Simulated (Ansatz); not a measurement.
Molecule: C₂H₇AlO₃ (charge 0, singlet). 
Structure (B3LYP-D3(BJ)/def2-TZVP (Ansatz, a quantum-chemistry and plane-wave program) minimum search):
```
Al
O 1 1.6809
C 2 1.4090 1 134.67
H 3 1.0937 2 109.82 1 -120.62
H 3 1.0937 4 108.11 2 119.80
H 3 1.0945 4 108.35 5 117.22
O 1 1.6817 2 119.87 3 180.00
C 7 1.4097 1 133.90 2 0.00
H 8 1.0936 7 109.81 1 -120.62
H 8 1.0936 9 108.12 7 119.80
H 8 1.0945 9 108.36 10 117.26
O 1 1.6938 2 119.41 3 0.00
H 12 0.9578 1 122.83 2 -180.00
```

Basis-set convergence of Hartree-Fock and CCSD(T) correlation energies (hartree) with Ansatz. Correlated levels leave the core frozen unless marked. No spin-orbit coupling. Non-relativistic.

| basis | functions | E(HF) | E(corr, CCSD(T)) |
|---|---|---|---|
| cc-pV(D+d)Z | 128 | -546.48603 | -0.96873 |
| cc-pV(T+d)Z | 287 | -546.60555 | -1.21360 |
| cc-pV(Q+d)Z | 549 | -546.63372 | -1.29325 |

Extrapolating the two largest sets (X = 3 and 4) as X^-3: E(corr) = (64·(-1.29325) - 27·(-1.21360))/37 = -1.3514 Eh, an estimate of the basis-set limit. The largest set recovers 95.7 % of it, the smallest 71.7 %.
